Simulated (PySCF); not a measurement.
Computed IR spectrum (relative IR intensity) of a molecule C3H7NSi. Coordinates come from a ωB97X-D3(BJ)/def2-SVP optimisation. The values are those of a single conformer. Method: PySCF with ωB97X-D3(BJ)/def2-SVP. Frequencies are harmonic and unscaled.

Lines under 2 % of the strongest are left out, and lines within 2 cm⁻¹ are merged.

ν (cm⁻¹): 224 (w), 277 (m), 615 (w), 723 (w), 733 (w), 827 (m), 912 (w), 935 (w), 947 (m), 963 (vs), 995 (m), 1037 (vw), 1217 (m), 1379 (vs), 1416 (m), 1520 (m), 2111 (w), 2250 (s), 2261 (m), 2267 (s), 3134 (w), 3191 (vw), 3697 (m) (against the strongest line: vs over 80 %, s over 45 %, m over 15 %, w over 4 %, vw less)

Problem. Pick the molecule that these values belong to.
A. C=C=C[SiH2]N
B. NCC#C[SiH3]
C. N[C@H]1C=C[SiH2]1
D. C=C=CN[SiH3]

Solution. D, C=C=CN[SiH3]
